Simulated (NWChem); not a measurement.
System: Br anion

All runs: NWChem. Pople sets run with spherical d functions. Sets without diffuse functions describe the anion's extra electron poorly. The highest occupied level is positive in some or all of these runs, so the extra electron may be held by the finite basis. Total energies compare along this basis series because the functional is fixed.

```csv
level,basis functions,energy (Ha),highest occupied level (eV)
PBE0/STO-3G,18,-2545.6625,6.31
PBE0/3-21G,22,-2561.5212,0.81
PBE0/6-31G*,32,-2573.6220,-0.38
PBE0/6-311G**,44,-2573.8952,-0.51
```
